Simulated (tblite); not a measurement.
Parent: `[CH2:1]=[C:2]([CH3:3])[SiH2:4][CH2:5][F:6]` with C1–C2–Si4–C5 120°, C2–Si4–C5–F6 67°, C4H9FSi.

The geometries are computed with GFN2-xTB (gas phase). One conformer each, not checked by frequencies here.

| coordinate of the parent | value |
| --- | --- |
| C1=C2 | 1.328 Å |
| C2–C3 | 1.500 Å |
| C2–Si4 | 1.890 Å |
| Si4–C5 | 1.925 Å |
| C5–F6 | 1.383 Å |
| C1–C2–C3 | 121.2° |
| C1–C2–Si4 | 122.0° |
| C3–C2–Si4 | 116.8° |
| C2–Si4–C5 | 108.9° |
| Si4–C5–F6 | 110.5° |

Problem. How does the shared frame change in `[CH2:1]=[C:2]([CH3:3])[SiH2:4][C@@H:5]([F:6])[CH2:7][SiH3:8]` with C1–C2–Si4–C5 -108°, C2–Si4–C5–F6 -74°, Si4–C5–C7–Si8 72°, C5H13FSi2? Atoms pair as C1 = C1, C2 = C2, C3 = C3, Si4 = Si4, C5 = C5, F6 = F6 (parent first).

Solution. 
| parent | relative | value in the relative | change |
| --- | --- | --- | --- |
| C1=C2 | C1=C2 | 1.327 Å | -0.001 |
| C2–C3 | C2–C3 | 1.500 Å | 0.000 |
| C2–Si4 | C2–Si4 | 1.890 Å | 0.000 |
| Si4–C5 | Si4–C5 | 1.927 Å | +0.002 |
| C5–F6 | C5–F6 | 1.404 Å | +0.021 |
| C1–C2–C3 | C1–C2–C3 | 121.3° | +0.1 |
| C1–C2–Si4 | C1–C2–Si4 | 122.1° | +0.1 |
| C3–C2–Si4 | C3–C2–Si4 | 116.6° | -0.2 |
| C2–Si4–C5 | C2–Si4–C5 | 107.3° | -1.6 |
| Si4–C5–F6 | Si4–C5–F6 | 106.4° | -4.1 |

Of the parent's bonds, C5–F6 changes most (+0.021 Å). Bonds of the relative outside the shared frame: C5–C7 1.518, C7–Si8 1.898 Å. Point group C1 → C1.

Problem. How does the shared frame change in `[CH2:1]=[C:2]([CH3:3])[SiH2:4][C@H:5]([F:6])[C:7](=[O:8])[OH:9]` with C1–C2–Si4–C5 -17°, C2–Si4–C5–F6 -163°, Si4–C5–C7–O8 -87°, C5–C7–O9–H -179°, C5H9FO2Si? Atoms pair as C1 = C1, C2 = C2, C3 = C3, Si4 = Si4, C5 = C5, F6 = F6 (parent first).

Solution. 
| parent | relative | value in the relative | change |
| --- | --- | --- | --- |
| C1=C2 | C1=C2 | 1.329 Å | +0.001 |
| C2–C3 | C2–C3 | 1.501 Å | +0.001 |
| C2–Si4 | C2–Si4 | 1.884 Å | -0.006 |
| Si4–C5 | Si4–C5 | 1.942 Å | +0.017 |
| C5–F6 | C5–F6 | 1.380 Å | -0.003 |
| C1–C2–C3 | C1–C2–C3 | 121.2° | 0.0 |
| C1–C2–Si4 | C1–C2–Si4 | 123.8° | +1.8 |
| C3–C2–Si4 | C3–C2–Si4 | 114.9° | -1.9 |
| C2–Si4–C5 | C2–Si4–C5 | 111.6° | +2.7 |
| Si4–C5–F6 | Si4–C5–F6 | 106.5° | -4.0 |

Of the parent's bonds, Si4–C5 changes most (+0.017 Å). Bonds of the relative outside the shared frame: C5–C7 1.487, C7=O8 1.206, C7–O9 1.334 Å. Point group C1 → C1.

Problem. How does the shared frame change in `[CH2:1]=[C:2]([CH3:3])[SiH2:4][C@H:5]([F:6])[CH:7]([Cl:8])[Cl:9]` with C1–C2–Si4–C5 105°, C2–Si4–C5–F6 73°, Si4–C5–C7–Cl8 -172°, C5H9Cl2FSi? Atoms pair as C1 = C1, C2 = C2, C3 = C3, Si4 = Si4, C5 = C5, F6 = F6 (parent first).

Solution. 
| parent | relative | value in the relative | change |
| --- | --- | --- | --- |
| C1=C2 | C1=C2 | 1.328 Å | 0.000 |
| C2–C3 | C2–C3 | 1.501 Å | +0.001 |
| C2–Si4 | C2–Si4 | 1.889 Å | -0.001 |
| Si4–C5 | Si4–C5 | 1.941 Å | +0.016 |
| C5–F6 | C5–F6 | 1.386 Å | +0.003 |
| C1–C2–C3 | C1–C2–C3 | 121.4° | +0.2 |
| C1–C2–Si4 | C1–C2–Si4 | 122.4° | +0.4 |
| C3–C2–Si4 | C3–C2–Si4 | 116.2° | -0.6 |
| C2–Si4–C5 | C2–Si4–C5 | 106.5° | -2.4 |
| Si4–C5–F6 | Si4–C5–F6 | 107.8° | -2.7 |

Of the parent's bonds, Si4–C5 changes most (+0.016 Å). Bonds of the relative outside the shared frame: C5–C7 1.509, C7–Cl8 1.788, C7–Cl9 1.765 Å. Point group C1 → C1.
